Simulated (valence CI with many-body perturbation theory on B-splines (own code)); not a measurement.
**Sb³⁸⁺ in three bases**

Computed by relativistic CI+MBPT: three valence electrons over a frozen Dirac-Fock core [Ne], radial functions for each j: 9 s, 9 p, 8 d, 6 f, 3 g, 1 h, with the one-electron correlation potential Σ1 (screened to all orders), the two-electron term Σ2, the three-electron term Σ3, Breit, model QED; selected single and double excitations, second order for the rest, scaled by the run's own slope (own B-spline code, finite nucleus).

The last digits are not significant, and no measured levels were compared; by estimate large intervals hold to a few tenths of a per cent, small ones and those within an open d or f shell to about a per cent.

The reference run has the lowest level (3s^2 3p1/2) J=1/2 and an ionisation energy of 2655.00 eV. Its largest variational space holds 8770 state functions.

Levels are named by their leading jj configuration (3d3/2^4 stands for four electrons in 3d with j = 3/2), which in mixed levels can hold well under half, so a name can repeat and another be missing. Letters in brackets count levels of one name in rising energy.

Changed runs:
A. basis 6 s, 6 p, 5 d, 3 f, 1 g
B. basis 5 s, 5 p, 4 d, 2 f

Excitation energies of the reference run in cm⁻¹, and shifts in cm⁻¹:

```csv
Level,Reference,A,B
(3s^2 3p3/2) J=3/2,509589,-15,-34
(3s 3p1/2^2) J=1/2,745969,-41,-141
(3s 3p1/2 3p3/2) J=3/2 [a],1131060,-140,-435
(3s 3p1/2 3p3/2) J=5/2,1212840,-48,-144
(3s 3p1/2 3p3/2) J=3/2 [b],1329180,+28,+88
(3s 3p1/2 3p3/2) J=1/2,1396330,+84,+289
(3s 3p3/2^2) J=5/2,1641630,-48,-198
(3s^2 3d3/2) J=3/2,1669720,+266,+842
(3s^2 3d5/2) J=5/2,1835130,+269,+915
(3s 3p3/2^2) J=1/2,1909570,+135,+436
(3s 3p3/2^2) J=3/2,1948800,+137,+500
(3p1/2^2 3p3/2) J=3/2,2098430,-15,-73
Ionisation energy (eV),2655.00,-0.017,-0.05
```
